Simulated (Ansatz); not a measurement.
`FBBF` + `BO` → `BOBF` + `BF` at 400 K and 1 bar (cleavage of the B–B bond).

Gas-phase electronic energies from Ansatz, PBE0-D4/def2-TZVP geometries. CCSD(T)/CBS adds triple-zeta CCSD(T) − MP2 to the extrapolated MP2 energy (def2 sets, frozen cores). This one scheme is used for every species. Each species was taken in one conformer, which may not be the lowest.

```csv
species,CCSD(T)/CBS energy (Eh),H − E (kJ/mol),S (J/(mol·K))
`FBBF`,-250.44368,100.8,310.1
`BO`,-101.80414,108.2,244.0
`BOBF`,-226.48924,132.3,312.6
`BF`,-125.82039,73.4,234.2
```

H − E and S are ideal-gas, rigid-rotor, harmonic terms from PBE0-D4/def2-TZVP, for one conformer and one mirror image of each species. 1 Eh = 2625.50 kJ/mol, R = 8.31446 J/(mol·K).

Task: By hand: ΔE, ΔH, ΔS and ΔG.

Result: ΔE = (-226.48924) + (-125.82039) − (-250.44368) − (-101.80414) = -0.06181 Eh = -162.3 kJ/mol. Δ(H − E) = 132.3 + 73.4 − 100.8 − 108.2 = -3.3, so ΔH = -165.6 kJ/mol. ΔS = 312.6 + 234.2 − 310.1 − 244.0 = -7.3 J/(mol·K). ΔG = -165.6 − 400 × (-7.3)/1000 = -162.7 kJ/mol.

Task: By hand: the equilibrium constant, and the temperature at which ΔG would vanish if ΔH and ΔS stayed fixed.

Result: log₁₀ K = −ΔG/(RT ln 10) = 21.2. ΔG = 0 at ΔH/ΔS = 22685 K, far beyond where these terms or the molecules hold.

The number of gas molecules stays the same, so ΔS is small and ΔH decides. A doubt of 5 kJ/mol in ΔE shifts log₁₀ K by 0.7 here. Other conformers and mirror images would add mixing entropy, several J/(mol·K) or more a flexible species. These are equilibria of isolated gas molecules and say nothing of rates. Largest T1 diagnostic: 0.014 (customary marks: 0.02 for closed shells, 0.045 for open ones).
